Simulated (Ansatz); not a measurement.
A series at Ga: from `[Br][Ga]([Br])[Br]`, ligands are replaced one by one, each step taking up H₂O and setting free HBr; n counts the steps. Ansatz, PBE0-D4/def2-TZVP geometries. Each molecule was computed in one conformer, which needn't be the lowest.

CBS adds triple-zeta CCSD(T) − MP2 to the MP2 limit, frozen cores; atoms without spin–orbit coupling. Outer-core shells of Br, Ga are correlated without core-valence functions. Scalar relativity is left out up to krypton. Spin–orbit coupling is left out.

```csv
n,molecule,"atomization energy, CCSD(T)/CBS (kJ/mol)"
0,`[Br][Ga]([Br])[Br]`,993.3
1,`[OH][Ga]([Br])[Br]`,?
2,`[OH][Ga]([OH])[Br]`,2014.7
3,`[OH][Ga]([OH])[OH]`,2522.9
```

**Question.** By hand: fit a straight line y = ȳ + b (n − n̄) to the 3 given rows and predict n = 1.

**Answer.** n̄ = 1.667, ȳ = 1843.63; Σ(n − n̄)(y − ȳ) = 2379.93, Σ(n − n̄)² = 4.667, so b = 509.95 kJ/mol a step. Prediction: 1843.63 + (509.95) × (-0.667) = 1503.5 kJ/mol.

**Question.** By hand: compare with the computed value, 1504.8 kJ/mol, and give the steps along the whole series.

**Answer.** The line misses by 1.3 kJ/mol (computed minus predicted). Steps: 511.5, 509.9, 508.2 kJ/mol.

The steps differ by at most 3.3 kJ/mol, 0.6 % of a mean step, so the ligands' effects nearly add and a line is close. The miss is 0.1 % of the series' range. The energies themselves are unsure by some kJ/mol a bond, though much of that is common to the series.
